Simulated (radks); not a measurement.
The gadolinium anion Gd- inside a hard spherical wall (all orbitals vanish at R), configuration held at [Xe] 4f7 5d2 6s2 and not refilled when levels cross. Calculated with a radial shooting solver on a logarithmic mesh with Libxc functionals: scalar-relativistic Kohn-Sham, r2SCAN, spin-polarised, spherical densities, finite nucleus; open shells are filled with parallel spins first (spin-orbit coupling, left out, can overturn this in heavy ions); meta-GGA in the generalised Kohn-Sham scheme; Fermi nuclear charge, rms radius 5.1569 fm. Eigenvalues in eV for spin up, with the zero of energy where the potential of the charges vanishes at infinity; a dash marks a level that is unbound or too diffuse for the functional's potential to be trusted. A positive occupied level is held by the wall or, in an anion where self-interaction has pushed it up, behind a barrier. The pressure on the wall is -dE/dV.

R (bohr)  E (hartree)  kinetic (hartree)    e(5p)   e(4f)   e(6s)   e(5d)  e(6p, empty)  e(7s, empty)  pressure (GPa)
10        -11271.8904          12102.696  -22.489  -4.040   0.550   2.835         3.146         6.443           0.250
8         -11271.8469          12102.864  -21.105  -2.626   1.591   4.015         4.710        11.191            1.44
7         -11271.7887          12103.067  -19.853  -1.327   2.692   5.119         6.358        15.928            3.90
6         -11271.6634          12103.471  -17.984   0.655   4.730   6.885         9.371        24.162            11.8
5         -11271.3656          12104.406  -15.145   3.791   8.958   9.914        15.453        39.794            43.0
4         -11270.5127          12107.222  -10.173   9.639  19.475  16.057        29.745        73.673             215
3.5       -11269.4401          12110.930   -5.612  15.148  31.203  22.121        44.721        106.78             576
2         -11244.7153          12189.926   58.849  77.163  215.24  107.10        251.25        504.09           32900
1.5       -11184.9741          12363.259   187.48  159.82  534.63  260.64        587.72        1096.5          237000
